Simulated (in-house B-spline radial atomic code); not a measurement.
# Ionising Cl5+ with different functionals

Computed with an all-electron radial atomic-structure program (B-spline basis): non-relativistic Hamiltonian, point nucleus, spin-polarised at highest spin, spherical fractional occupations for the functionals, the average over the highest-spin determinants for Hartree-Fock. The ionisation energy is the difference of two self-consistent energies, [Ne] 3s2 → [Ne] 3s1, without Breit or QED terms; ε is the level of the shell that loses the electron (its least bound occupied spin orbital).

```tsv
method	rung	ΔSCF (eV)	-ε(3s) (eV)
Hartree-Fock	Hartree-Fock	94.68	94.87
HF fractional	Hartree-Fock	94.68	94.87
LDA VWN5	LDA	96.67	89.27
LDA PW92	LDA	?	?
LDA exchange-only	LDA	94.73	87.68
PBE	GGA	96.57	89.14
PBEsol	GGA	96.28	89.05
BLYP	GGA	96.66	89.15
RPBE	GGA	96.48	89.03
PW91	GGA	96.68	89.26
BP86	GGA	96.58	89.31
AM05	GGA	96.14	88.99
OLYP	GGA	96.24	88.92
TPSS	meta-GGA	96.23	89.23
SCAN	meta-GGA	95.73	89.43
r2SCAN	meta-GGA	95.64	89.38
M06-L	meta-GGA	96.23	89.26
revTPSS	meta-GGA	96.10	89.25
PBE0	global hybrid	?	?
B3LYP	global hybrid	96.69	90.68
TPSSh	global hybrid	96.18	89.90
M06-2X	global hybrid	96.83	92.85
BHandHLYP	global hybrid	96.32	92.51
r2SCAN0	global hybrid	95.71	91.00
B97-1	global hybrid	96.68	90.50
HSE06	range-separated hybrid	96.37	90.48
wB97X	range-separated hybrid	95.83	93.59
CAM-B3LYP	range-separated hybrid	96.69	92.55
LC-wPBE	range-separated hybrid	96.51	94.16
```

(1) What does PBE0 give?

(2) What does LDA PW92 give?

(3) Among the functionals, which spreads more, the ΔSCF values or the orbital energies?

(4) How do they compare with the NIST value?

## Answers

(1) ΔSCF 96.34 eV, and -ε(3s) = 90.84 eV.

(2) ΔSCF 96.67 eV, and -ε(3s) = 89.26 eV.

(3) The orbital energies: ΔSCF values span about 2.10 eV and the orbital energies 6.48 eV.

(4) NIST lists 96.94 eV ± 0.04 (semi-empirical, ground level to ground level). Errors run from -2.26 to -0.11 eV; M06-2X is closest (-0.11 eV), but part of that can be cancellation, since the calculations leave out relativity, Breit-QED terms, the near-degeneracy of s² and p². Hartree-Fock also lacks correlation.
